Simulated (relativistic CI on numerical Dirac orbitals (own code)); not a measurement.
**d1 to d9 in one tetrahedral field**

Computed with a parametric ligand-field model without spin-orbit coupling, by exact diagonalisation: B = 550, C = 2590, 10Dq = -3800 cm⁻¹ (Td; |10Dq|/B = 6.9) for every shell. Energies in cm⁻¹; the field energy is (0.6 n_e − 0.4 n_t2) × 10Dq of the ground term; g labels are left out.

```csv
Shell,Ground term,Electrons in e,Field energy,First spin-allowed bands,Lowest term of other spin
d1,2E,1.000,-2280,2T2 3800,
d2,3A2,2.000,-4560,"3T2 3800, 3T1 6475",1E 9157
d3,4T1,1.899,-2657,"4T2 3255, 4A2 7055",2E 7946
d4,?,?,?,?,?
d5,6A1,2.000,0,none,4T1 16233
d6,5E,3.000,-2280,5T2 3800,3T1 10513
d7,4A2,4.000,-4560,"4T2 3800, 4T1 6475",2E 11306
d8,3T1,3.899,-2657,"3T2 3255, 3A2 7055",1T2 8706
d9,2T2,4.000,-1520,2E 3800,
```

Question: Fill in the row of d4.

Answer: Ground term: 5T2; Electrons in e: 2.000; Field energy: -1520; First spin-allowed bands: 5E 3800; Lowest term of other spin: 3T1 10184. Every shell keeps the spin of the free ion. Tetrahedral fields of 3d complexes are almost always too weak to pair spins. High-spin d^(n+5) repeats the spin-allowed bands of d^n, since the half-filled shell is spherical.
